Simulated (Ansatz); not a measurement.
Consider the silylene loss: `[OH][SnH2][O][SiH3]` → `[OH][SnH2][OH]` + `[SiH2]`.

Program: Ansatz. Geometries: PBE0-D4/def2-TZVP. ΔE: electronic, gas phase. CCSD(T)/CBS is the MP2 limit (def2-TZVPP, def2-QZVPP) plus CCSD(T) − MP2 in def2-TZVPP, frozen cores. This one scheme is used for every species. DFT in def2-TZVPP. def2 core potentials past Kr. For Sn outer-core shells are correlated without core-valence functions, which leaves a few kJ/mol of doubt a bond. Each species was taken in one conformer, which may not be the lowest.

```
             level  ΔE (kJ/mol)  difference from CCSD(T)/CBS
            PBE-D4        326.6                        -13.9
        r2SCAN0-D4        360.4                         19.9
          BHLYP-D4        354.2                         13.7
           ωB97X-V        348.1                          7.6
            revPBE        303.2                        -37.3
           r2SCAN0        357.8                         17.3
           LC-ωPBE        350.9                         10.4
RPA@PBE/def2-TZVPP        316.4                        -24.1
       HF/def2-SVP        331.7                         -8.8
CCSD(T)/def2-TZVPP        333.8                         -6.7
       CCSD(T)/CBS        340.5                            0
```

Largest T1 diagnostic among the species: 0.014.

At CCSD(T), def2-SVP lies −16.8 kJ/mol from the extrapolated value and def2-TZVPP −6.7 kJ/mol. From BLYP to BHLYP (50 % exact exchange), in def2-TZVPP and without D4, ΔE moves by +38.1 kJ/mol.
